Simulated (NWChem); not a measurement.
C3H6OSi; SMILES [SiH3]C1=CCO1

Results from NWChem. Geometry: optimised at B3LYP/6-31G* (spherical d). Gas phase, vertical. One conformer.

BHandHLYP/def2-SVP, TDA puts singlet state 1 at 6.53 eV with oscillator strength 0.292.

Q: Give the wavelength, the transition dipole and the radiative lifetime of that state in vacuum.

A: 
1. λ = 1239.84/6.53 = 190 nm, or 52670 cm⁻¹.
2. f = (2/3) ΔE μ² in atomic units, so μ = √(1.5 f/ΔE) = 1.35 a.u. = 3.43 D.
3. τ = 1.499 s cm⁻² / (f ν²) = 1.9 ns, for a non-degenerate state that emits at the vertical energy.
